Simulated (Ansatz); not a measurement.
Total energies of B8P8 (relaxed from a model of (BP)8 cage of four- and six-membered rings, whose bonding it doesn't keep) from Ansatz at PBE-D4/def2-SVP, gas phase (1 Eh = 27.2114 eV = 2625.5 kJ/mol). The reference geometry is relaxed at r2SCAN-D4/def2-SVP.

```xyz
16

B     2.0831   -0.6729   -0.9244
P     1.1672   -0.9825   -2.6408
B     1.1288    0.7724   -1.9431
P     2.7197    1.1029   -0.8295
B     1.6343    0.6166    0.7103
P     1.7554   -1.2659    0.8753
B    -0.1400   -1.6355    0.9282
P    -1.3425   -1.8377   -0.5205
B    -0.5006   -0.5815   -1.7225
P    -0.7157    1.2981   -1.8035
B    -0.9938    1.6004    0.0841
P     0.3028    1.8055    1.4488
P    -1.2283   -1.2524    2.4948
B    -2.0753   -0.7473    0.8838
P    -2.6586    1.1320    0.9754
B    -1.1366    0.6478    1.9837
```

```tsv
state	geometry	energy (Eh)
charge 0 singlet	reference	-2927.29066
charge 1 doublet	reference	-2926.99067
charge 1 doublet	relaxed at r2SCAN-D4/def2-SVP	-2926.99832
charge -1 doublet	reference	-2927.38494
charge -1 doublet	relaxed at r2SCAN-D4/def2-SVP	-2927.38749
free B atom (doublet)	–	-24.58153
free P atom (quartet)	–	-340.98790
```

(1) Work out the vertical ionisation energy to the doublet.

(2) Work out the vertical electron affinity, to the doublet.

(3) Give the fundamental gap IE − EA, the Mulliken electronegativity (IE + EA)/2 and the hardness (IE − EA)/2.

(4) How much does the charge 1 doublet relax, and what is the adiabatic ionisation energy?

(5) How much does the charge -1 doublet relax, and what is the adiabatic electron affinity?

(6) What is the binding energy per atom against free atoms?

(1) E(charge 1 doublet) − E(charge 0 singlet) = -2926.99067 − (-2927.29066) = 0.29999 Eh = 8.16 eV. For comparison, −ε of the highest occupied level is 6.09 eV at this level, 2.07 eV less.

(2) E(charge 0 singlet) − E(charge -1 doublet) = -2927.29066 − (-2927.38494) = 0.09428 Eh = 2.57 eV. The basis lacks diffuse functions, which makes affinities too small.

(3) From the values in Eh: IE − EA = 0.29999 − 0.09428 = 0.20571 Eh = 5.60 eV; (IE + EA)/2 = 5.36 eV; (IE − EA)/2 = 2.80 eV. The HOMO–LUMO gap of the same run is 1.67 eV, 3.93 eV smaller than the fundamental gap.

(4) Relaxation: -2926.99067 − (-2926.99832) = 0.00765 Eh = 0.21 eV. Adiabatic ionisation energy: 0.29234 Eh = 7.95 eV, without zero-point energy. 

(5) Relaxation: -2927.38494 − (-2927.38749) = 0.00255 Eh = 0.07 eV. Adiabatic electron affinity: 0.09683 Eh = 2.63 eV, without zero-point energy. 

(6) Atoms: 8 × (-24.58153) + 8 × (-340.98790) = -2924.55544 Eh. Binding: -2924.55544 − (-2927.29066) = 2.73522 Eh = 74.43 eV, or 4.65 eV for each of 16 atoms (no zero-point energy, no counterpoise term).
